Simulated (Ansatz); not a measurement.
C2H2Si, SMILES `C#C[SiH]` (lower singlet) (charge 0, multiplicity 1). This singlet lies 1.05 eV below the relaxed triplet at the level B3LYP/cc-pVTZ // PBE0-D3(BJ)/def2-TZVP (Ansatz, a first-principles code).

Cartesian coordinates (Å):
SMILES: [SiH]C#C
```xyz
5

C      1.2489     0.2453    -0.1825
C      0.1611    -0.1479     0.1868
Si    -1.3614    -0.9459     0.8123
H      2.1964     0.6066    -0.5125
H     -2.2449     0.2419     0.4487
```
Charge 0, multiplicity 1.

Frozen-core energies in 6-31g from Ansatz at a geometry from PBE0-D3(BJ)/def2-TZVP; the HF reference has <S^2> = 0.00 (restricted, and unstable towards unrestricted orbitals) and the T1 diagnostic is 0.015.

```
level  energy (Ha)
-----  -----------
HF      -365.64104
MP2     -365.86044
CCSD    -365.88415
```

Question: Estimate the energies of CCSD(T), CCSDT, CCSDT(Q) and CCSDTQ, and give each level's difference from CCSDTQ.

Answer: 
| level | energy (Ha) | difference from CCSDTQ (mHa) |
|---|---|---|
| MP2 | -365.86044 | 33.90 |
| CCSD | -365.88415 | 10.18 |
| CCSD(T) | -365.89286 | 1.48 |
| CCSDT | -365.89324 | 1.10 |
| CCSDT(Q) | -365.89441 | -0.08 |
| CCSDTQ | -365.89434 | 0.00 |
